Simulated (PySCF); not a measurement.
## Computed vibrations of [Bi3]3+

[Bi3]3+ (triplet). PySCF 2.14.0, UKS PBE0, Bi def2-SVP with ECP60; non-relativistic Hamiltonian with scalar-relativistic core potentials where named; density fitting; no spin-orbit coupling. Central differences of gradients.

```xyz
3

Bi    1.6768   -0.0001    0.0000
Bi   -0.8382    1.7757    0.0000
Bi   -0.8385   -1.7756    0.0000
```

Run from Python with OMP_NUM_THREADS=2. Where DIIS fails, smearing, a level shift and second-order steps follow.
It took 28 s on 2 threads of Arm Neoverse V1 (shared host).

What are the harmonic wavenumbers and infrared intensities?

Modes are labelled in C2v; negative numbers are unstable modes, those under 60 cm⁻¹ near the noise; a finer grid moves soft modes by up to 10 cm⁻¹.
| cm⁻¹ | km/mol | symmetry |
| --- | --- | --- |
| 54 | 1.0 | a1 |
| 60 | 3.6 | b2 |
| 129 | 0.3 | a1 |

Is this a minimum?

Yes, within the noise of the softest modes. Ideal gas at 298.15 K and 1 bar: S = 381.7 J/(mol K), Cp = 57.8 J/(mol K), H − H(0 K) = 16.0 kJ/mol (rigid rotor, harmonic modes, spin degeneracy alone; the modes under 60 cm⁻¹ make these uncertain).

Open shells may have lower solutions than the one found.
